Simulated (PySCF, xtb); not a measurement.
H₃P₂, SMILES [PH]P, multiplicity 2.

Geometry optimised at PBE0-D3(BJ)/def2-TZVP. The isomer is the one that the SMILES or the coordinates give; other isomers of the formula were not compared.

Level of theory: C-PCM-B3LYP/def2-SVP (PySCF 2.14.0).

The values are the electrostatic part of the solvation free energy, E(continuum) − E(gas) at the gas-phase geometry, in a cavity of scaled van der Waals radii (PySCF's table); cavitation and dispersion terms are not included. The dipole moment in vacuum is 0.98 D.

Estimate the values in water (ε = 78.36), 2-propanol (ε = 19.26), diethylether (ε = 4.24). (An estimate is asked for; the answer gives what the named calculation found.)


| solvent | ε | ΔG(elec) (kcal/mol) | dipole (D) |
|---|---|---|---|
| water | 78.36 | -1.7 | 1.34 |
| 2-propanol | 19.26 | -1.6 | 1.32 |
| diethylether | 4.24 | -1.3 | 1.24 |

For comparison, GFN2-xTB/ALPB(water) (xtb, at the GFN2-xTB geometry, all terms of that model) gives 2.0 kcal/mol.
